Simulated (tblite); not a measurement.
Species: C3H9BGeO2.
Atom-mapped SMILES: `[GeH3:1][O:2][C@H:3]1[CH2:4][BH:5][O:6][CH2:7]1` (hydrogens: H8, H9, H10 on Ge1; H11 on C3; H12, H13 on C4; H14 on B5; H15, H16 on C7)

Computed with GFN2-xTB (tblite), gas phase: L-BFGS steps from a force-field or distance-geometry start until the largest atomic force falls under 0.01 eV/Å.

At the end of the run (lengths in Å): B5–O6 1.329, O2–C3 1.410, Ge1–H9 1.505, C3–C7 1.548, Ge1–H8 1.487, C3–C4 1.541, Ge1–H10 1.505, Ge1–O2–C3 127.1°, O2–C3–C7 107.8°, C3–C4–B5 102.3°, B5–O6–C7 113.2°, Ge1–O2–C3–C4 70°, O2–C3–C4–B5 121°, C3–C4–B5–O6 -2°, H11–C3–O2–Ge1 -54°, H12–C4–C3–O2 2°.

Question: These geometries were met on the way; a selection of coordinates is given. Order them by energy above the end point, lowest first.
A. B5–O6 1.339, O2–C3 1.409, Ge1–H9 1.541, C3–C7 1.534, Ge1–H8 1.517, C3–C4 1.526, Ge1–H10 1.512, Ge1–O2–C3 115.5°, O2–C3–C7 113.8°, C3–C4–B5 96.9°, B5–O6–C7 111.1°, Ge1–O2–C3–C4 122°, O2–C3–C4–B5 165°, C3–C4–B5–O6 -32°, H11–C3–O2–Ge1 -1°, H12–C4–C3–O2 52°
B. B5–O6 1.333, O2–C3 1.406, Ge1–H9 1.514, C3–C7 1.541, Ge1–H8 1.499, C3–C4 1.543, Ge1–H10 1.507, Ge1–O2–C3 127.8°, O2–C3–C7 111.3°, C3–C4–B5 99.9°, B5–O6–C7 111.1°, Ge1–O2–C3–C4 112°, O2–C3–C4–B5 152°, C3–C4–B5–O6 -20°, H11–C3–O2–Ge1 -14°, H12–C4–C3–O2 39°
C. B5–O6 1.344, O2–C3 1.401, Ge1–H9 1.479, C3–C7 1.541, Ge1–H8 1.472, C3–C4 1.534, Ge1–H10 1.477, Ge1–O2–C3 118.8°, O2–C3–C7 114.1°, C3–C4–B5 95.6°, B5–O6–C7 110.2°, Ge1–O2–C3–C4 117°, O2–C3–C4–B5 167°, C3–C4–B5–O6 -32°, H11–C3–O2–Ge1 -5°, H12–C4–C3–O2 51°
D. B5–O6 1.338, O2–C3 1.401, Ge1–H9 1.509, C3–C7 1.530, Ge1–H8 1.492, C3–C4 1.530, Ge1–H10 1.500, Ge1–O2–C3 120.6°, O2–C3–C7 114.2°, C3–C4–B5 97.4°, B5–O6–C7 110.9°, Ge1–O2–C3–C4 117°, O2–C3–C4–B5 162°, C3–C4–B5–O6 -25°, H11–C3–O2–Ge1 -5°, H12–C4–C3–O2 47°
E. B5–O6 1.445, O2–C3 1.346, Ge1–H9 1.566, C3–C7 1.492, Ge1–H8 1.540, C3–C4 1.493, Ge1–H10 1.547, Ge1–O2–C3 117.1°, O2–C3–C7 116.8°, C3–C4–B5 99.8°, B5–O6–C7 107.5°, Ge1–O2–C3–C4 121°, O2–C3–C4–B5 166°, C3–C4–B5–O6 -30°, H11–C3–O2–Ge1 1°, H12–C4–C3–O2 55°

Answer: B (0.110 eV), D (0.194 eV), C (0.320 eV), A (0.539 eV), E (0.955 eV).

```csv
step,E above end (eV),"rms distance from the end, all atoms (Å)",largest force (eV/Å),rms shift of all bonds from the end (Å)
28,0.110,0.667,0.441,0.006
18,0.194,0.829,0.301,0.008
6,0.320,0.888,0.397,0.013
2,0.539,0.899,0.921,0.018
0,0.955,0.903,2.881,0.047
```

Rows stand in the order of the answer.
